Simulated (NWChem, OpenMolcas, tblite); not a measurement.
How methods differ on SnH3O2 (SMILES [OH][SnH][OH])

The species is SnH3O2 (6 atoms), meant as a doublet with charge 0. As SMILES, `[OH][SnH][OH]`. The shape is that of a PBE0-D4/def2-TZVP optimisation. This is one conformer, not always the lowest.

```xyz
6

O    -1.2483   -0.6847   -0.2334
Sn    0.4170    0.3025   -0.6396
O     1.4139   -0.0383    1.0167
H    -1.8520   -0.7834   -0.9736
H     0.1286    2.0261   -0.6243
H     1.1827   -0.8860    1.4081
```

Quantity: the dipole moment, in D. The values are calculated.

```
                              level            kind     program  value (D)   CPU time
                           GFN2-xTB  semi-empirical      tblite       3.39  under 2 s
                          IPEA1-xTB  semi-empirical      tblite       2.71  under 2 s
     UHF/def2-SVPD (core potential)    Hartree–Fock  OpenMolcas       3.04       13 s
  USVWN5/def2-SVPD (core potential)             LDA  OpenMolcas       2.26       31 s
   UBLYP/def2-SVPD (core potential)             GGA  OpenMolcas       2.31       50 s
    UPBE/def2-SVPD (core potential)             GGA  OpenMolcas       2.26       55 s
U-r2SCAN/def2-SVPD (core potential)        meta-GGA  OpenMolcas       2.39       54 s
   UPBE0/def2-SVPD (core potential)   global hybrid      NWChem       2.51       67 s
```

The values span 2.26 to 3.39 D. Magnitudes only. Times are those of the runs behind each value, whatever else they computed, on shared processors of several kinds: orders of magnitude only.
